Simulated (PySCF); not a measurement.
C4H9OPS.
Geometry (GFN2-xTB, Å), atoms numbered from 1 in this order:
```
atom  x, y, z in Å
S1     0.7056   -3.1864    0.5417
P2     0.2244   -1.3208    0.6107
C3     1.4907   -0.1072    0.0626
C4     0.9004    1.3042    0.0078
O5    -0.2044    1.4070   -0.8542
C6    -1.3485    0.7387   -0.3868
C7    -1.2062   -0.7853   -0.4107
H8    -0.1266   -0.8035    1.8697
H9     2.3511   -0.1471    0.7354
H10    1.8188   -0.4264   -0.9325
H11    1.6433    2.0036   -0.3853
H12    0.6168    1.6239    1.0234
H13   -2.1589    1.0475   -1.0525
H14   -1.5860    1.0700    0.6369
H15   -2.1160   -1.2706   -0.0483
H16   -1.0121   -1.1384   -1.4293
```

Computed with PySCF, TDDFT CAM-B3LYP/def2-SVPD, vertical, gas phase, core orbitals frozen in the response.

Frontier orbitals with the atoms that hold most of them (Löwdin shares over 4%, at most four atoms; ? is withheld):

```csv
orbital,ε (eV),atoms
LUMO+2,1.43,"S1 9%, H15 8%, H9 8%, C7 8%"
LUMO+1,1.43,"S1 20%, H8 15%, O5 12%, P2 10%"
LUMO,?,"S1 13%, H8 10%, C4 10%, C6 10%"
HOMO,-7.85,?
HOMO-1,-7.90,?
HOMO-2,-9.63,"O5 55%, C4 8%, C6 8%, C3 7%"
HOMO-3,-10.76,"O5 31%, S1 16%, C4 10%, C6 10%"
```

**Question.** Give the leading atoms of the HOMO.

**Answer.** S1 (bonded to P) 73%; P2 (bonded to 2 C, S and H) 15%; C3 (bonded to C, P and 2 H) 4%; C7 (bonded to C, P and 2 H) 4%. By element: sulfur 73%, phosphorus 15%, carbon 8% or more.

**Question.** Which atoms hold the HOMO-1, and with what shares?

**Answer.** S1 (bonded to P) 73%; P2 (bonded to 2 C, S and H) 17%.

**Question.** What is the LUMO energy, and the HOMO–LUMO gap?

**Answer.** ε(LUMO) = 0.90 eV; the gap is 8.76 eV (0.3217 hartree).

Within 0.005 eV of a neighbour in this list lie LUMO+1/LUMO+2 (point group found: Cs); within a degenerate set the shares of single atoms can hang on how the components are chosen.

**Question.** The HOMO–LUMO gap is 8.76 eV. Where does the response calculation put the lowest singlet, and from which orbitals?

**Answer.** S1 is at 5.81 eV (f = 0.0035), 2.94 eV below the gap, made of HOMO→LUMO (62%), HOMO→LUMO+4 (19%). 

Next come S2 at 5.94 eV (f 0.017), HOMO-1→LUMO (55%), HOMO-1→LUMO+4 (23%), HOMO-1→LUMO+3 (13%); S3 at 6.19 eV (f 0.028), HOMO→LUMO+3 (38%), HOMO→LUMO+1 (31%), HOMO-1→LUMO+5 (9%); S4 at 6.25 eV (f 0.029), HOMO-1→LUMO+1 (35%), HOMO-1→LUMO+3 (35%), HOMO-1→LUMO (10%); S5 at 6.32 eV (f 0.020), HOMO-1→LUMO+5 (40%), HOMO-1→LUMO+2 (35%), HOMO→LUMO+3 (13%).

Löwdin shares depend on the basis, the more so with diffuse functions.

The run took about 1.7 min of CPU time (one thread, shared machine).

One conformer stands for the species.
